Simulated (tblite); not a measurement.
Compound: C5H12N2.
Atom-mapped SMILES: `[CH3:1][NH:2][N:3]1[CH2:4][CH2:5][CH2:6][CH2:7]1` (hydrogens: H8, H9, H10 on C1; H11 on N2; H12, H13 on C4; H14, H15 on C5; H16, H17 on C6; H18, H19 on C7)

Cartesian coordinates in Å at the GFN2-xTB level; atoms count from 1:
```xyz
19
C5H12N2 angstrom
C      2.640   -0.315   -0.424
N      1.384    0.333   -0.734
N      0.445    0.179    0.308
C     -0.366   -1.039    0.246
C     -1.703   -0.626   -0.373
C     -1.908    0.753    0.248
C     -0.481    1.315    0.346
H      2.571   -1.408   -0.328
H      2.998    0.090    0.521
H      3.353   -0.075   -1.211
H      1.022   -0.006   -1.631
H      0.151   -1.820   -0.315
H     -0.519   -1.395    1.270
H     -2.507   -1.322   -0.142
H     -1.610   -0.547   -1.459
H     -2.558    1.393   -0.346
H     -2.341    0.648    1.243
H     -0.329    1.868    1.277
H     -0.253    1.983   -0.488
```

Level: GFN2-xTB in tblite, geometry and Hessian alike; calculated harmonic values, unscaled, isolated species. Errors from tens to a few hundred cm⁻¹ against measured bands are possible. One conformer, not necessarily the lowest. The optimisation stopped once no atom felt more than 0.01 eV/Å.

Lowest wavenumbers of the output (negative numbers stand for imaginary wavenumbers):
```
mode    cm-1
  1     -34.1
  2     108.8
  3     176.4
  4     209.4
  5     274.1
  6     394.7
  7     452.1
  8     580.6
```

Question: Is this structure a minimum?

Answer: Not by this Hessian. 1 mode is imaginary beyond 20i (34i cm⁻¹), so at this level the point lies at or near a first-order saddle. The curvature is small, so loose convergence or finite differences may be the whole cause.

Question: Which atoms move in the imaginary mode?

Answer: 34i: C6 (ring CH2 carbon) 15 %, C7 (sp3 carbon bound to nitrogen) 13 %. These are shares of the mass-weighted motion.

Question: What is the remedy?

Answer: Step along that mode in both directions, optimise again with tighter thresholds and repeat the frequencies. The zero-point energy of this point (106.6 kcal/mol) counts the 50 real modes alone, and thermal corrections from it aren't those of a minimum.
